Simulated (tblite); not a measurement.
A tight-binding relaxation on `C=C1[SiH2]OC=C[Se]1`.

Computed with GFN2-xTB geometry optimisation, gas phase (tblite 0.8.0). Start geometry: from a force field or distance geometry. The command runs a driver script over a list of jobs; the input below is this job's line of settings and its coordinates in Å.

Command:
```bash
OMP_NUM_THREADS=1 python probes_run.py task.json out
```

Input:
```
{"job": {"kind": "relax", "xc": "GFN2-xTB", "basis": "xTB"}, "charge": 0, "multiplicity": 1}
C     -2.205900    -0.470900     0.153500
C     -1.040500    -0.094100    -0.356400
Si    -0.176700     1.440100     0.165700
O      1.513500     1.147800    -0.111200
C      2.065500    -0.141000     0.049200
C      1.460600    -1.248600    -0.414400
Se    -0.071500    -1.193600    -1.584100
H     -2.665000    -1.398100    -0.149400
H     -2.729300     0.153800     0.875000
H     -0.650200     2.599800    -0.614100
H     -0.413800     1.654100     1.598200
H      3.014700    -0.236100     0.549800
H      1.894300    -2.212700    -0.179600
```

**Question.** Give the output.

**Answer.** 
```
step      E/eV     max force
  0    -559.29046    2.289
  1    -559.43340    1.137
  2    -559.50748    0.842
  3    -559.54073    0.612
  4    -559.58459    0.495
  5    -559.61637    0.479
  6    -559.64881    0.628
  7    -559.67989    0.537
  8    -559.70206    0.408
  9    -559.71887    0.316
... (35 lines left out)
 45    -559.93222    0.026
 46    -559.93234    0.024
 47    -559.93244    0.023
 48    -559.93250    0.020
 49    -559.93254    0.013
 50    -559.93256    0.011
 51    -559.93257    0.013
 52    -559.93259    0.016
 53    -559.93262    0.013
 54    -559.93264    0.010
```

«max force» is the largest atomic force in eV/Å.

**Question.** From which step on does the largest force stay under 0.1 eV/Å, and how much energy is left to gain from there?

**Answer.** From step 33 (0.094 eV/Å), 8.0 meV above the end.

Main results: energy lowered by 14.8 kcal/mol over 54 steps; largest atomic force 0.010 eV/Å at the end.

**Question.** Give the final coordinates.

**Answer.** 0.484 Å rms from the input after alignment:
```
atom  x, y, z in Å
C1    -2.4451   -0.4008    0.1154
C2    -1.1474   -0.2217   -0.1057
Si3   -0.1530    1.3284    0.3110
O4     1.4035    0.9265    0.5749
C5     2.1094   -0.1075    0.0847
C6     1.6383   -1.1668   -0.5648
Se7   -0.1543   -1.6139   -0.9859
H8    -2.9648   -1.3081   -0.1546
H9    -3.0344    0.3736    0.5781
H10   -0.2166    2.2339   -0.8387
H11   -0.5360    1.8912    1.5964
H12    3.1716   -0.0091    0.2803
H13    2.3245   -1.9252   -0.9087
```

Hardware: one thread, Arm Neoverse V1 (aarch64), no GPU (shared host). Cost: 0.35 s wall.
Labels such as C1 count atoms from 1, the log's own numbers from 0.
